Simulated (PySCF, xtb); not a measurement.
BHN, SMILES B=[N] (connectivity only; charge and spin as stated), charge -1, multiplicity 1.

GFN2-xTB run with xtb at its own geometry gives an orbital gap of 6.05 eV.

Geometry optimised at B3LYP-D3(BJ)/def2-TZVPD. The multiplicity is an assumed one; other spin states were not compared. The isomer is the one that the SMILES or the coordinates give; other isomers of the formula were not compared.

**Question.** What does PBE0/def2-TZVPD in PySCF give? (The exact figures need the calculation; the answer reports its results.)

**Answer.** gap 4.74 eV (levels -0.57 and 4.17 eV).
